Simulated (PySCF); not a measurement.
AlF4, SMILES [Al-]([F])([F])([F])[F], charge -1. Atoms are numbered in the order given.

```xyz
5

Al     0.0000     0.0000     0.0000
F      0.9881     0.9881    -0.9881
F     -0.9881     0.9881     0.9881
F     -0.9881    -0.9881    -0.9881
F      0.9881    -0.9881     0.9881
```
Charge -1, spin multiplicity 1.

Coordinates come from a PBE0-D3(BJ)/def2-SVPD optimisation. The isomer is the one that the SMILES or the coordinates give; other isomers of the formula were not compared.

The numbers are results of PySCF with PBE/pcJ-1, not measurements.

Isotropic couplings with Fermi-contact, spin-dipole and both spin-orbit terms, one fixed conformer, no vibrational averaging. Isotopes: 19F.

```csv
pair,bonds apart,J (Hz)
F2–F3,2,?
F2–F4,2,?
F2–F5,2,?
F3–F4,2,?
F3–F5,2,?
F4–F5,2,?
```

Question: Fill in the missing entries. (The exact figures need the calculation; the answer reports its results.)

Answer: 
- F2–F3, J (Hz): -117.5
- F2–F4, J (Hz): -117.5
- F2–F5, J (Hz): -117.5
- F3–F4, J (Hz): -117.5
- F3–F5, J (Hz): -117.5
- F4–F5, J (Hz): -117.5
